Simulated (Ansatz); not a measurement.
Te₃, that is [Te3]- with one electron fewer. Total charge 0; singlet. Geometry r2SCAN-D4/def2-SVPD, that of the charge -1 doublet.

Cartesian coordinates in Å:
```
Te 0.0397 2.1325 0.9003
Te 0.7630 -0.4189 0.4334
Te -0.8027 -1.7136 -1.3337
```

In the def2 sets Te takes a core potential; there is no spin–orbit coupling. A triplet lies near this restricted singlet, and broken spin symmetry wasn't tried.

**Question.** Estimate the orbital energies around the gap (eV) in Ansatz with PBE-D4/def2-TZVPD, r2SCAN-D4/def2-TZVPD, PBE0-D4/def2-TZVPD.

**Answer.** 
```csv
orbital,PBE-D4/def2-TZVPD,r2SCAN-D4/def2-TZVPD,PBE0-D4/def2-TZVPD
HOMO−5,-8.64,-8.99,-9.72
HOMO−4,-7.93,-8.25,-9.01
HOMO−3,-7.52,-7.85,-8.57
HOMO−2,-5.90,-6.12,-6.59
HOMO−1,-5.62,-5.85,-6.59
HOMO,-5.49,-5.72,-6.46
LUMO,-4.97,-5.11,-4.62
LUMO+1,-3.37,-3.29,-2.73
LUMO+2,-2.44,-2.30,-1.78
LUMO+3,-0.44,0.18,0.07
LUMO+4,0.09,0.61,0.43
LUMO+5,0.23,0.76,0.55
```
